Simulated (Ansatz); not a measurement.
Mo(NH)2Cl2 (MoN2Cl2H2). Charge 0, multiplicity 3. Geometry PBE-D4/def2-SVP, that of the neutral singlet; atoms count from 1.

Cartesian coordinates in Å:
```
Mo -0.043 -0.047 -0.487
N 1.442 -0.102 0.402
H 2.002 -0.067 1.263
N -1.353 0.199 0.621
H -1.751 0.338 1.558
Cl -0.341 -2.095 -1.477
Cl 0.043 1.774 -1.880
```

In the def2 sets Mo takes a core potential; there is no spin–orbit coupling. At PBE0-D4/def2-TZVP a singlet of charge 0 lies 3.19 eV below the triplet at the same geometry.

**Question.** Estimate the Mulliken populations from the PBE0/def2-TZVP orbitals of Ansatz.

**Answer.** 
| atom | charge (e) | spin (α − β) | d electrons |
| --- | --- | --- | --- |
| Mo1 | 1.39 | 0.54 | 3.97 |
| N2 | -0.59 | 0.64 | – |
| H3 | 0.27 | -0.01 | – |
| N4 | -0.59 | 0.64 | – |
| H5 | 0.27 | -0.01 | – |
| Cl6 | -0.38 | 0.10 | – |
| Cl7 | -0.38 | 0.10 | – |
Mulliken values depend strongly on the basis.

**Question.** Where does the spin sit?

**Answer.** Summed by element: Mo 0.54, N 1.27, H -0.02, Cl 0.20, of 2 unpaired in all. Largest on single atoms: N4 0.64, N2 0.64, Mo1 0.54.

**Question.** And the Mayer bond orders between heavy atoms (over 0.3)?

**Answer.** Mo1–N2 1.57 (1.73 Å); Mo1–N4 1.57 (1.73 Å); Mo1–Cl6 0.97 (2.29 Å); Mo1–Cl7 0.97 (2.29 Å).
